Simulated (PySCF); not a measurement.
Species: C7H13NSi.
SMILES with atom numbers: `[CH2:1]=[C:2]([CH3:3])/[CH:4]=[N:5]/[SiH2:6][C:7](=[CH2:8])[CH3:9]` (hydrogens: H10, H11 on C1; H12, H13, H14 on C3; H15 on C4; H16, H17 on Si6; H18, H19 on C8; H20, H21, H22 on C9)

The same species was optimised twice, with GFN2-xTB and with PBE0-D3(BJ)/def2-SVP (PySCF), and the same property calculations (PySCF, gas phase) were run on both structures.

```tsv
coordinate	GFN2-xTB	PBE0-D3(BJ)/def2-SVP	change
N5–Si6 (Å)	1.712	1.750	+0.038
C7=C8 (Å)	1.325	1.340	+0.015
C2–C4 (Å)	1.459	1.473	+0.014
C4=N5 (Å)	1.258	1.271	+0.013
Si6–C7 (Å)	1.888	1.876	-0.012
C1=C2 (Å)	1.333	1.343	+0.010
C7–C9 (Å)	1.497	1.502	+0.005
C2–C3 (Å)	1.495	1.494	-0.001
C4–N5–Si6 (°)	134.8	125.0	-9.8
Si6–C7–C8 (°)	123.3	119.1	-4.2
N5–Si6–C7 (°)	106.1	109.1	+3.0
Si6–C7–C9 (°)	115.4	118.1	+2.7
C1–C2–C4 (°)	120.0	118.3	-1.7
C8–C7–C9 (°)	121.3	122.8	+1.5
C1–C2–C3 (°)	123.4	124.6	+1.2
C2–C4–N5 (°)	121.8	122.5	+0.7
C1–C2–C4–N5 (°)	179	180	+1
C4–N5–Si6–C7 (°)	-122	-126	-4
N5–Si6–C7–C8 (°)	7	-2	-9
```

Rotational constants: A = 3251, B = 589.6, C = 541.3 MHz (GFN2-xTB) against A = 3329, B = 567.4, C = 521.7 MHz (PBE0-D3(BJ)/def2-SVP). Point groups within 0.08 Å: C1 and C1.

On the GFN2-xTB structure: HOMO (eV) -6.95 [PBE0/pcSseg-1]; LUMO (eV) -1.47 [PBE0/pcSseg-1]; dipole (D) 1.26 [PBE0/pcSseg-1]; GIAO shielding of C1 (ppm) 51.5 [PBE0/pcSseg-1]; GIAO shielding of C2 (ppm) 30.5 [PBE0/pcSseg-1]; GIAO shielding of C3 (ppm) 166.1 [PBE0/pcSseg-1]; GIAO shielding of C4 (ppm) 8.1 [PBE0/pcSseg-1]; GIAO shielding of N5 (ppm) -113.0 [PBE0/pcSseg-1]; GIAO shielding of Si6 (ppm) 394.3 [PBE0/pcSseg-1]; GIAO shielding of C7 (ppm) 37.6 [PBE0/pcSseg-1]; GIAO shielding of C8 (ppm) 52.1 [PBE0/pcSseg-1].

What do these properties become on the PBE0-D3(BJ)/def2-SVP structure?

| property | level | on GFN2-xTB | on PBE0-D3(BJ)/def2-SVP | change |
| --- | --- | --- | --- | --- |
| HOMO (eV) | PBE0/pcSseg-1 | -6.95 | -7.10 | -0.15 |
| LUMO (eV) | PBE0/pcSseg-1 | -1.47 | -1.51 | -0.04 |
| dipole (D) | PBE0/pcSseg-1 | 1.26 | 1.24 | -0.02 |
| energy, GFN2-xTB geometry as zero (kcal/mol) | PBE0/pcSseg-1 | 0.0 | -2.8 | -2.8 |
| GIAO shielding of C1 (ppm) | PBE0/pcSseg-1 | 51.5 | 47.0 | -4.5 |
| GIAO shielding of C2 (ppm) | PBE0/pcSseg-1 | 30.5 | 28.3 | -2.2 |
| GIAO shielding of C3 (ppm) | PBE0/pcSseg-1 | 166.1 | 165.2 | -0.9 |
| GIAO shielding of C4 (ppm) | PBE0/pcSseg-1 | 8.1 | 1.2 | -6.9 |
| GIAO shielding of N5 (ppm) | PBE0/pcSseg-1 | -113.0 | -114.1 | -1.1 |
| GIAO shielding of Si6 (ppm) | PBE0/pcSseg-1 | 394.3 | 380.6 | -13.7 |
| GIAO shielding of C7 (ppm) | PBE0/pcSseg-1 | 37.6 | 35.9 | -1.7 |
| GIAO shielding of C8 (ppm) | PBE0/pcSseg-1 | 52.1 | 45.8 | -6.3 |

The heavy atoms differ by 0.198 Å rms after alignment. Among bonds between heavy atoms N5–Si6 changes most (+0.038 Å). Changes are differences of the printed values. Neither structure is proved a minimum here.

Conformer computed: `[CH2:1]=[C:2]([CH3:3])/[CH:4]=[N:5]/[SiH2:6][C:7](=[CH2:8])[CH3:9]`: C1–C2–C4–N5 180°, C4–N5–Si6–C7 -126°, N5–Si6–C7–C8 -2°.
